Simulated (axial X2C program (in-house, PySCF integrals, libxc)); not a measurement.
## Outer orbitals of KPb at 3.550 Å, BP86

Calculated with an in-house all-electron X2C program for linear molecules (integrals from PySCF). Spin-free means the one-electron spin-free X2C Hamiltonian; two-component (2c) means X2C with spin–orbit coupling and atomic mean-field two-electron Coulomb and Gaunt terms, so the difference of the two also holds small scalar two-electron terms. Basis: Pb dyall-v2z [10s12p9d5f], K dyall-v2z [9s10p2d] (cores contracted in-house); Gaussian nuclei, density fitting, unrestricted open shells. Masses: Pb 207.977 u, K 38.964 u.

The distance is close to the 2c PBE0 minimum; the highest filled and lowest empty levels are listed.

Spin-free orbitals, state M_S = 3/2, Λ = 0 (beyond evenly filled blocks: σα, π+α, π-α) (Löwdin shares):

| symmetry | occupied | ε (eV) | atomic character |
| --- | --- | --- | --- |
| π+α | yes | -19.75 | 100% K p |
| π-α | yes | -19.75 | 100% K p |
| σα | yes | -19.74 | 94% K p, 6% Pb d |
| π-β | yes | -19.70 | 100% K p |
| π+β | yes | -19.70 | 100% K p |
| σβ | yes | -19.67 | 97% K p, 2% Pb d |
| σα | yes | -19.38 | 94% Pb d, 6% K p |
| π-α | yes | -19.36 | 100% Pb d |
| π+α | yes | -19.36 | 100% Pb d |
| δ-α | yes | -19.25 | 100% Pb d |
| δ+α | yes | -19.25 | 100% Pb d |
| σβ | yes | -19.20 | 98% Pb d, 2% K p |
| π-β | yes | -19.16 | 100% Pb d |
| π+β | yes | -19.16 | 100% Pb d |
| δ-β | yes | -19.03 | 100% Pb d |
| δ+β | yes | -19.03 | 100% Pb d |
| σα | yes | -10.89 | 92% Pb s, 6% K p, 2% K s |
| σβ | yes | -9.80 | 92% Pb s, 5% K p, 2% K s |
| σα | yes | -3.55 | 64% Pb p, 32% K s, 2% K p |
| π-α | yes | -2.89 | 91% Pb p, 8% K p |
| π+α | yes | -2.89 | 91% Pb p, 8% K p |
| σβ | no | -2.62 | 64% K s, 32% Pb p |
| σα | no | -2.19 | 57% K s, 22% K p, 21% Pb p |
| π+β | no | -1.61 | 79% Pb p, 21% K p |
| π-β | no | -1.61 | 79% Pb p, 21% K p |

The lowest two-component determinant found has another configuration (Ω = 1/2 (⟨Sz⟩ = 0.07, ⟨Lz⟩ = 0.43 at BP86)), so the levels differ by more than spin–orbit coupling. Its spinors:

```tsv
ω	occupied	ε (eV)	atomic character	λ mixture
3/2	yes	-20.91	100% Pb d	81% δ, 19% π
-3/2	yes	-20.88	100% Pb d	80% δ, 20% π
1/2	yes	-20.85	100% Pb d	60% π, 40% σ
-1/2	yes	-20.84	100% Pb d	60% π, 40% σ
-1/2	yes	-19.20	100% K p	79% π, 21% σ
1/2	yes	-19.18	100% K p	66% π, 34% σ
3/2	yes	-18.98	100% K p	100% π
1/2	yes	-18.94	99% K p	66% σ, 34% π
-3/2	yes	-18.93	100% K p	100% π
-1/2	yes	-18.92	99% K p	78% σ, 22% π
-5/2	yes	-18.44	100% Pb d	100% δ
5/2	yes	-18.39	100% Pb d	100% δ
-3/2	yes	-18.37	100% Pb d	80% π, 20% δ
3/2	yes	-18.36	100% Pb d	81% π, 19% δ
1/2	yes	-18.34	99% Pb d	61% σ, 39% π
-1/2	yes	-18.34	99% Pb d	60% σ, 40% π
-1/2	yes	-10.71	92% Pb s, 6% K p, 2% K s	100% σ
1/2	yes	-10.55	92% Pb s, 6% K p, 2% K s	100% σ
1/2	yes	-3.72	88% Pb p, 9% K s, 3% K p	54% π, 46% σ
-1/2	yes	-3.54	88% Pb p, 7% K s, 3% K p	52% σ, 48% π
1/2	yes	-2.83	53% Pb p, 43% K s, 3% K p	63% σ, 37% π
-1/2	no	-2.56	64% Pb p, 30% K s, 5% K p	54% σ, 46% π
-3/2	no	-2.41	90% Pb p, 10% K p	100% π
3/2	no	-2.18	84% Pb p, 16% K p	100% π
1/2	no	-1.94	38% Pb p, 36% K s, 25% K p	91% σ, 9% π
```

Mulliken charges and populations of the two-component result (they depend on the basis, above all on diffuse functions):

Pb -0.33 e (s 11.99 p 26.33 d 30.00 f 14.00), K 0.33 e (s 6.61 p 12.05 d 0.01). ⟨Lz⟩ = 0.43 ħ and ⟨Sz⟩ = 0.07 ħ (-0.16 and 0.23 on the two atoms), which add up to Ω.

Occupations by symmetry block were frozen at the best pattern of an incomplete PBE0 search. Density functionals use the spin component along the axis (collinear). Other states lie close and PBE0, whose exact exchange favours high spin, may order them wrongly; the determinant shown need not be the ground state. The nearest other spin-free determinant of the search, M_S = 1/2, Λ = 0, lies 0.42 eV up at the distance of the search. Without a current term, density functionals place determinants with orbital angular momentum somewhat too high.
